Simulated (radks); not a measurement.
Values are calculated unless marked as measured or tabulated.
Question: Radial electron density D(r) = 4 pi r^2 rho(r) of an atom or ion with 50.3 electrons. Level of theory: scalar-relativistic Kohn-Sham, PBE, spin-polarised, spherical densities, point nucleus (a radial shooting solver on a logarithmic mesh with Libxc functionals).

| r (bohr) | D(r) (e/bohr) | spin D(r) |
|---|---|---|
| 0.00234 | 7.137 | -0.0000776 |
| 0.002703 | 8.984 | -0.0000947 |
| 0.003121 | 11.24 | -0.000114 |
| 0.003604 | 13.98 | -0.000133 |
| 0.004163 | 17.25 | -0.000151 |
| 0.004846 | 21.33 | -0.000163 |
| 0.005597 | 25.81 | -0.000158 |
| 0.006464 | 30.86 | -0.000124 |
| 0.007465 | 36.41 | -0.0000390 |
| 0.008621 | 42.30 | 0.000132 |
| 0.009956 | 48.28 | 0.000443 |
| 0.0115 | 54.00 | 0.000971 |
| 0.01328 | 59.06 | 0.00183 |
| 0.01534 | 62.99 | 0.00318 |
| 0.01771 | 65.37 | 0.00521 |
| 0.02045 | 65.96 | 0.00819 |
| 0.02362 | 64.79 | 0.0124 |
| 0.02728 | 62.32 | 0.0181 |
| 0.03151 | 59.45 | 0.0254 |
| 0.03639 | 57.42 | 0.0344 |
| 0.04202 | 57.54 | 0.0445 |
| 0.04853 | 60.70 | 0.0550 |
| 0.05605 | 66.81 | 0.0646 |
| 0.06473 | 74.55 | 0.0720 |
| 0.07475 | 81.45 | 0.0769 |
| 0.08633 | 84.74 | 0.0811 |
| 0.1005 | 82.35 | 0.0904 |
| 0.1161 | 75.09 | 0.112 |
| 0.134 | 66.15 | 0.154 |
| 0.1548 | 59.92 | 0.217 |
| 0.1788 | 59.45 | 0.286 |
| 0.2065 | 64.11 | 0.330 |
| 0.2385 | 69.31 | 0.314 |
| 0.2754 | 69.23 | 0.222 |
| 0.318 | 60.87 | 0.0881 |
| 0.3673 | 46.50 | -0.00191 |
| 0.4242 | 32.17 | 0.0484 |
| 0.4899 | 23.46 | 0.278 |
| 0.5658 | 21.71 | 0.618 |
| 0.6534 | 23.71 | 0.910 |
| 0.7546 | 24.87 | 1.01 |
| 0.8715 | 22.70 | 0.896 |
| 1.006 | 17.81 | 0.704 |
| 1.162 | 12.37 | 0.615 |
| 1.342 | 8.106 | 0.733 |
| 1.55 | 5.504 | 1.02 |
| 1.79 | 4.125 | 1.34 |
| 2.084 | 3.260 | 1.54 |
| 2.407 | 2.542 | 1.47 |
| 2.78 | 1.803 | 1.20 |
| 3.21 | 1.119 | 0.818 |
| 3.708 | 0.5965 | 0.470 |
| 4.282 | 0.2710 | 0.228 |
| 4.945 | 0.1041 | 0.0922 |
| 5.711 | 0.03293 | 0.0304 |
| 6.596 | 0.008256 | 0.00787 |
| 7.617 | 0.001578 | 0.00153 |
| 8.797 | 0.0002219 | 0.000218 |

What is the nuclear charge?

Answer: Z = 51. The innermost maximum, from 1s, lies near gamma/Z bohr with gamma = sqrt(1 - (Z/c)^2) = 0.928, here 0.0182 bohr (found: 0.0200), and its height grows with Z. The density is that of the antimony ion Sb0.7+ in [Kr] 4d(up 5, down 4.3) 5s2 5p3; the configuration itself is not fixed sharply by these data, and Z only to a few units. D(r) has 4 maxima, at r = 0.0200, 0.0877, 0.256, 0.743 bohr, and minima at 0.0388, 0.168, 0.548 bohr, inside which lie 1.98, 11.14, 28.96 electrons.
